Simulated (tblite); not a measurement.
Compound: C₅H₂ClFOS.
SMILES: `FC1=C(Cl)C(=S)C=CO1`

Computed values, GFN2-xTB/tblite, gas phase, harmonic and unscaled. This tight-binding method is rough: wavenumbers can miss measured ones by several per cent, in bad cases by 10 to 20.

Harmonic wavenumbers (cm⁻¹): 74.7, 164.0, 174.6, 224.9, 234.8, 365.7, 438.2, 441.6, 480.7, 520.0, 570.6, 616.2, 738.1, 807.5, 885.9, 945.3, 1011.3, 1063.6, 1165.6, 1179.2, 1254.8, 1263.0, 1325.5, 1570.7, 1615.9, 3104.5, 3128.7.

A = 1578, B = 1196, C = 680.3 MHz; mass 163.950 u (most abundant isotopes); point group Cs, symmetry number 1.

**Question.** What is the zero-point energy?

**Answer.** ½Σν̃ = 12683 cm⁻¹ = 36.26 kcal/mol.

**Question.** Give the ideal-gas entropy at 298.15 K and 1 bar in the rigid-rotor, harmonic-oscillator model (classical rotation).

**Answer.** Translation 41.22, rotation 29.91, vibration 18.76: S = 89.9 cal/(mol K).

**Question.** And Cp and H(298.15 K) − H(0)?

**Answer.** Cp = 30.23 cal/(mol K), of which vibrations give 22.28 (their classical limit is 27 R = 53.7); H(298.15 K) − H(0) = 5.59 kcal/mol without the zero-point energy, 3.22 from vibrations.

**Question.** How do the functions run with temperature in this model?

**Answer.** 
```tsv
T (K)	S (cal/(mol K))	Cp (cal/(mol K))	H − H(0) (kcal/mol)	G − H(0) (kcal/mol)	ln q(vib)
100	66.5	14.7	1.06	-5.59	0.69
200	79.3	23.1	2.96	-12.90	2.26
300	90.1	30.4	5.64	-21.38	4.05
500	108.3	41.1	12.88	-41.28	7.69
800	129.7	49.6	26.65	-77.14	12.78
1000	141.2	52.7	36.91	-104.26	15.83
```

q(vib) and H(0) count from the zero-point level.

**Question.** Blend soft modes into free rotors: weight 1/[1 + (100 cm⁻¹/ν̃)⁴] for the oscillator and the rest for a rotor with moment μB/(μ + B), μ = h/(8π²ν), B = 10⁻⁴⁴ kg m². What vibrational entropy results?

**Answer.** 18.08 cal/(mol K) in place of 18.76, which changes −T·S at 298.15 K by +0.20 kcal/mol.

**Question.** Which modes carry the vibrational entropy at 298.15 K?

**Answer.** 74.7 cm⁻¹: 4.03; 164.0 cm⁻¹: 2.50; 174.6 cm⁻¹: 2.39; 224.9 cm⁻¹: 1.92; 234.8 cm⁻¹: 1.84; 365.7 cm⁻¹: 1.10 cal/(mol K); the other 21 give 4.99 together.

Hindered rotation and anharmonicity are outside this model.
